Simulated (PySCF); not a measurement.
## How methods differ on the ionisation energy of Eu⁶⁰⁺

Eu⁶⁰⁺ [He] 2s1 [2s1/2^1, M_J = 1/2] → Eu⁶¹⁺ 1s2, as a difference of total energies. Calculation: PySCF 2.14, in an even-tempered Gaussian basis (17 s from 42 bohr⁻², ratio 2.4; 13 p from 55 bohr⁻², ratio 2.4; 5 d from 170 bohr⁻², ratio 2.6; 4 f from 250 bohr⁻², ratio 2.6); the two-component X2C-1e Hamiltonian. Correlated levels: nothing frozen; the 32 highest virtual spinors dropped. "Screened" scales the spin-orbit matrix elements by Boettger's factors to mimic the two-electron term; Breit and QED terms are absent.

| method | ionisation energy (eV) | difference from reference (eV) |
| --- | --- | --- |
| GHF (screened spin-orbit) | 13753.4 | +14.8 |
| GMP2 (screened spin-orbit) | 13753.6 | +15.0 |

Reference: 13738.58 ± 0.09 eV (theoretical estimate listed by NIST; NIST Atomic Spectra Database, ionization energies).

For this ion Breit and QED terms and the two-electron picture change, all absent here, outweigh the correlation shift from GHF to GMP2.
